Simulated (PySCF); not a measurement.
**Frontier levels across methods**

C5H3F3.
Geometry (PBE0-D3(BJ)/def2-SVP, Å), atoms numbered from 1 in this order:
```xyz
11
C5H3F3 angstrom
F      2.3323   -0.0941   -1.1476
C      1.1555   -0.0780   -0.5599
C      0.4987   -1.1124   -0.0287
C     -0.7990   -0.5591    0.5078
F     -0.9267   -0.7631    1.8407
F     -1.8741   -1.1429   -0.0717
C     -0.7498    0.9280    0.1917
C      0.4006    1.1926   -0.4323
H      0.7883   -2.1591    0.0215
H     -1.5553    1.6095    0.4637
H      0.7647    2.1521   -0.8003
```

Basis pcSseg-1 throughout (PySCF), one geometry. Isolated species at its PBE0-D3(BJ)/def2-SVP geometry, gas phase.

Question: How do the orbital energies, the gap and the dipole change with the method?

Answer: 
```json
{"method": "B97-D", "kind": "GGA", "HOMO (eV)": "-6.01", "LUMO (eV)": "-2.80", "gap (eV)": "3.21", "μ (D)": "1.60", "SCF cycles": "14"}
{"method": "KT3", "kind": "GGA", "HOMO (eV)": "-6.04", "LUMO (eV)": "-2.84", "gap (eV)": "3.21", "μ (D)": "1.58", "SCF cycles": "16"}
{"method": "PBE", "kind": "GGA", "HOMO (eV)": "-6.05", "LUMO (eV)": "-2.88", "gap (eV)": "3.17", "μ (D)": "1.57", "SCF cycles": "14"}
{"method": "LDA", "kind": "LDA", "HOMO (eV)": "-6.29", "LUMO (eV)": "-3.18", "gap (eV)": "3.11", "μ (D)": "1.62", "SCF cycles": "14"}
{"method": "CAM-B3LYP", "kind": "range-separated hybrid", "HOMO (eV)": "-8.57", "LUMO (eV)": "-0.83", "gap (eV)": "7.74", "μ (D)": "1.75", "SCF cycles": "13"}
{"method": "wB97X-D", "kind": "range-separated hybrid", "HOMO (eV)": "-9.12", "LUMO (eV)": "-0.21", "gap (eV)": "8.91", "μ (D)": "1.74", "SCF cycles": "14"}
{"method": "LC-wPBE", "kind": "range-separated hybrid", "HOMO (eV)": "-9.96", "LUMO (eV)": "0.29", "gap (eV)": "10.25", "μ (D)": "1.74", "SCF cycles": "14"}
```

The HOMO spans 3.95 eV, from B97-D down to LC-wPBE, and the gap runs from 3.11 eV (LDA) to 10.25 eV (LC-wPBE). The dipole ranges from 1.57 D (PBE) to 1.75 D (CAM-B3LYP). This basis has no diffuse functions.
